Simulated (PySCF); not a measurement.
# Substituent effects on chemical shifts

Parent skeleton `[CH3:1][N+:2]1([CH3:3])[BH2-:4][CH2:5][CH2:6][CH2:7]1`; one hydrogen on atom 7 is replaced by X. Hydrogens on one atom are averaged.

[PySCF 2.14: PBE0-D3(BJ)/def2-SVP geometry; GIAO PBE0/pcSseg-1 shieldings; one conformer; fast rotation and ring inversion assumed for equivalent nuclei; no relativistic terms; gas phase]

Shifts are taken against calculated references (same method and geometry level): 13C (184.41 ppm), 1H (31.27 ppm) vs TMS; 15N (265.67 ppm) vs NH3; BF3·OEt2 for 11B (100.73 ppm).

Parent (X = H): C1 49.7, N2 71.4, C3 49.7, B4 -6.1, C5 10.3, C6 25.8, C7 66.1, H(C1) 2.37, H(C3) 2.37 ppm. Effects are Δδ = δ(X) − δ(H), positive for deshielding.

Q: Order these by the shift of B4, most shielded first.
A. X = ethynyl
B. X = OCH3
C. X = BMe2

A: B (-2.1 ppm), A (+0.9 ppm), C (+3.6 ppm).

Q: Order these by the shift of C3, most shielded first.
A. X = ethynyl
B. X = BMe2
C. X = propynyl

A: C (-7.8 ppm), A (+0.2 ppm), B (+3.0 ppm).

Q: Order these by the shift of C7, most shielded first.
A. X = OCH3
B. X = CH2NH2
C. X = BH2
D. X = B(OH)2
E. X = OSiH3
F. X = propynyl

A: D (-5.8 ppm), F (-1.4 ppm), B (+5.9 ppm), C (+14.6 ppm), E (+30.6 ppm), A (+34.4 ppm).

Experimental scales use liquid or dissolved standards, which lie at an offset from isolated NH3 (liquid NH3: subtract about 20 ppm).
